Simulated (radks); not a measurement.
Radial electron density D(r) = 4 pi r^2 rho(r) of an atom or ion with 46 electrons. Calculated with a radial shooting solver on a logarithmic mesh with Libxc functionals: non-relativistic Kohn-Sham, r2SCAN, spin-polarised, spherical densities, point nucleus; meta-GGA in the generalised Kohn-Sham scheme.

r (bohr),D(r) (e/bohr)
0.00207,3.635
0.002739,5.960
0.003624,9.568
0.004834,15.12
0.006396,22.73
0.008462,32.54
0.0112,43.71
0.01481,54.11
0.01976,60.65
0.02614,60.51
0.03459,55.72
0.04577,53.70
0.06056,61.72
0.08077,75.62
0.1069,77.64
0.1414,63.64
0.1871,55.31
0.2495,63.46
0.3302,58.84
0.4369,33.15
0.578,18.81
0.7648,21.79
1.02,19.05
1.35,9.627
1.786,3.020
2.363,0.5887
3.126,0.06172
4.17,0.002407

What is the nuclear charge?

Answer. Z = 49. The innermost maximum, from 1s, lies near 1/Z = 0.0204 bohr (found: 0.0225), and its height grows with Z. The density is that of the indium ion In3+ in [Kr] 4d10; the configuration itself is not fixed sharply by these data, and Z only to a few units. D(r) has 4 maxima, at r = 0.0225, 0.0963, 0.275, 0.828 bohr, and minima at 0.0429, 0.183, 0.597 bohr, inside which lie 2.02, 11.30, 28.93 electrons.
